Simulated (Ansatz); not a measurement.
Cartesian coordinates in Å:
```
C 0.5603 -1.1307 -0.5938
N 0.3109 0.1959 -0.0779
C -0.9906 0.3117 0.5354
Ge 1.5824 1.4912 -0.2495
H -0.1855 -1.4081 -1.3501
H 0.5116 -1.8818 0.2054
H 1.5493 -1.1818 -1.0526
H -1.1393 1.3197 0.9180
H -1.0977 -0.3996 1.3655
H -1.7867 0.0884 -0.1877
H 0.6854 2.5951 0.4873
```

Charge 0, multiplicity 1.

(1) List the PBE/def2-TZVPP orbital energies in eV (Ansatz 0.2.0). (Estimate.)

## Answers

(1) Ansatz gave: Occupied: -10803.81, -1337.13, -1190.60, -1190.54, -1190.51, -381.05, -269.64, -269.56, -161.68, -113.26, -113.10, -112.97, -29.06, -28.99, -28.88, -28.86, -28.77, -22.65, -17.70, -15.54, -12.84, -11.31, -11.30, -10.25, -9.61, -9.11, -7.90, -5.81, -5.33. Lowest empty: -2.34, -0.06, 0.75, 1.37, 1.75, 2.25, 2.28, 2.96.
